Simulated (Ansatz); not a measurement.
Calculated with Ansatz (gas phase, PBE0-D4/def2-TZVP geometries, no zero-point term in ΔE). CBS: MP2 limit from def2 TZ/QZ plus the TZ coupled-cluster correction, frozen cores. DFT in def2-TZVPP. B3LYP here is the variant with VWN-RPA as its local correlation; programs differ in this. HSE06 is defined as in plane-wave codes. Each species was taken in one conformer, which may not be the lowest.

`COC[SiH2]O` → `C[Si](C)(O)O`  (isomerisation)

```json
{"level": "LDA (SPW92)", "ΔE (kcal/mol)": "-72.9", "difference from CCSD(T)/CBS": "4.5"}
{"level": "revPBE-D4", "ΔE (kcal/mol)": "-71.8", "difference from CCSD(T)/CBS": "5.6"}
{"level": "r2SCAN-D4", "ΔE (kcal/mol)": "-77.0", "difference from CCSD(T)/CBS": "0.4"}
{"level": "B97M-V", "ΔE (kcal/mol)": "-77.3", "difference from CCSD(T)/CBS": "0.1"}
{"level": "PBE0-D4", "ΔE (kcal/mol)": "-74.9", "difference from CCSD(T)/CBS": "2.5"}
{"level": "B3LYP-D4", "ΔE (kcal/mol)": "-74.1", "difference from CCSD(T)/CBS": "3.3"}
{"level": "r2SCANh-D4", "ΔE (kcal/mol)": "-77.5", "difference from CCSD(T)/CBS": "-0.1"}
{"level": "r2SCAN0-D4", "ΔE (kcal/mol)": "-78.2", "difference from CCSD(T)/CBS": "-0.8"}
{"level": "HSE06-D4", "ΔE (kcal/mol)": "-74.9", "difference from CCSD(T)/CBS": "2.5"}
{"level": "BHLYP-D4", "ΔE (kcal/mol)": "-76.0", "difference from CCSD(T)/CBS": "1.4"}
{"level": "ωB97X-V", "ΔE (kcal/mol)": "-73.8", "difference from CCSD(T)/CBS": "3.6"}
{"level": "ωB97M-V", "ΔE (kcal/mol)": "-76.5", "difference from CCSD(T)/CBS": "0.9"}
{"level": "B2PLYP", "ΔE (kcal/mol)": "-75.8", "difference from CCSD(T)/CBS": "1.6"}
{"level": "PBE-QIDH", "ΔE (kcal/mol)": "-77.5", "difference from CCSD(T)/CBS": "-0.1"}
{"level": "PBE", "ΔE (kcal/mol)": "-72.4", "difference from CCSD(T)/CBS": "5.0"}
{"level": "revPBE", "ΔE (kcal/mol)": "-72.2", "difference from CCSD(T)/CBS": "5.2"}
{"level": "BLYP", "ΔE (kcal/mol)": "-71.7", "difference from CCSD(T)/CBS": "5.7"}
{"level": "r2SCAN", "ΔE (kcal/mol)": "-77.0", "difference from CCSD(T)/CBS": "0.4"}
{"level": "B3LYP", "ΔE (kcal/mol)": "-73.8", "difference from CCSD(T)/CBS": "3.6"}
{"level": "r2SCANh", "ΔE (kcal/mol)": "-77.5", "difference from CCSD(T)/CBS": "-0.1"}
{"level": "r2SCAN0", "ΔE (kcal/mol)": "-78.1", "difference from CCSD(T)/CBS": "-0.7"}
{"level": "HSE06", "ΔE (kcal/mol)": "-74.8", "difference from CCSD(T)/CBS": "2.6"}
{"level": "BHLYP", "ΔE (kcal/mol)": "-75.7", "difference from CCSD(T)/CBS": "1.7"}
{"level": "CAM-B3LYP", "ΔE (kcal/mol)": "-74.7", "difference from CCSD(T)/CBS": "2.7"}
{"level": "LC-ωPBE", "ΔE (kcal/mol)": "-76.3", "difference from CCSD(T)/CBS": "1.1"}
{"level": "RPA@PBE/def2-TZVPP", "ΔE (kcal/mol)": "-71.1", "difference from CCSD(T)/CBS": "6.3"}
{"level": "HF/def2-SVP", "ΔE (kcal/mol)": "-67.6", "difference from CCSD(T)/CBS": "9.8"}
{"level": "MP2/def2-SVP", "ΔE (kcal/mol)": "-70.3", "difference from CCSD(T)/CBS": "7.1"}
{"level": "CCSD/def2-SVP", "ΔE (kcal/mol)": "-66.5", "difference from CCSD(T)/CBS": "10.9"}
{"level": "HF/def2-TZVPP", "ΔE (kcal/mol)": "-74.9", "difference from CCSD(T)/CBS": "2.5"}
{"level": "MP2/def2-TZVPP", "ΔE (kcal/mol)": "-79.2", "difference from CCSD(T)/CBS": "-1.8"}
{"level": "SCS-MP2/def2-TZVPP", "ΔE (kcal/mol)": "-76.1", "difference from CCSD(T)/CBS": "1.3"}
{"level": "CCSD/def2-TZVPP", "ΔE (kcal/mol)": "-76.2", "difference from CCSD(T)/CBS": "1.2"}
{"level": "CCSD(T)/def2-TZVPP", "ΔE (kcal/mol)": "-75.8", "difference from CCSD(T)/CBS": "1.6"}
{"level": "HF/def2-QZVPP", "ΔE (kcal/mol)": "-75.1", "difference from CCSD(T)/CBS": "2.3"}
{"level": "MP2/def2-QZVPP", "ΔE (kcal/mol)": "-80.2", "difference from CCSD(T)/CBS": "-2.8"}
{"level": "SCS-MP2/def2-QZVPP", "ΔE (kcal/mol)": "-77.2", "difference from CCSD(T)/CBS": "0.2"}
{"level": "HF/CBS(def2)", "ΔE (kcal/mol)": "-75.1", "difference from CCSD(T)/CBS": "2.3"}
{"level": "MP2/CBS(def2)", "ΔE (kcal/mol)": "-80.7", "difference from CCSD(T)/CBS": "-3.3"}
{"level": "CCSD/CBS(def2)", "ΔE (kcal/mol)": "-77.7", "difference from CCSD(T)/CBS": "-0.3"}
{"level": "CCSD(T)/CBS", "ΔE (kcal/mol)": "-77.4", "difference from CCSD(T)/CBS": "0"}
```

(1) What do rigid-rotor, harmonic-oscillator terms from PBE0-D4/def2-TZVP frequencies (298.15 K, 1 bar) make of the CCSD(T)/CBS value? (An estimate is asked.)

Largest T1 diagnostic among the species: 0.011.

Results:

(1) Ansatz gave: ΔZPE = +0.3 kcal/mol, ΔH = -76.4 kcal/mol, ΔS = 10 J/(mol·K), ΔG = -77.1 kcal/mol. Modes under 50 cm⁻¹ make the entropy rough.

From PBE to PBE0 (25 % exact exchange), in def2-TZVPP and without D4, ΔE moves by −2.4 kcal/mol. Leaving LDA and LC-ωPBE aside and taking each functional with its dispersion term where it has one, the values spread over 6.4 kcal/mol, from r2SCAN0-D4 to revPBE-D4.
